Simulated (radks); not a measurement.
Results of a calculation; reference values are marked as such.
Question: Mean orbital radii <r> (bohr) of the magnesium ion Mg3+, [He] 2s2 2p5, of relativity; Dirac values are averaged over j with weights 2j + 1. Spin-unpolarised spherical Kohn-Sham, PBE, point nucleus unless stated (finite: rms radius 3.057 fm), a radial shooting solver on a logarithmic mesh with Libxc functionals. A level marked "c x" has the speed of light scaled by that factor and shares open shells by 2j + 1; other Dirac levels either fill j = l - 1/2 first or share by 2j + 1.

shell  non-rel.
1s       0.1309
2s       0.6730
2p       0.6420

Give the values at the level "Dirac, 2j+1 shares".

Answer: 
shell  Dirac, 2j+1 shares  change of magnitude (%)
1s                 0.1306                    -0.24
2s                 0.6714                    -0.25
2p                 0.6416                    -0.06
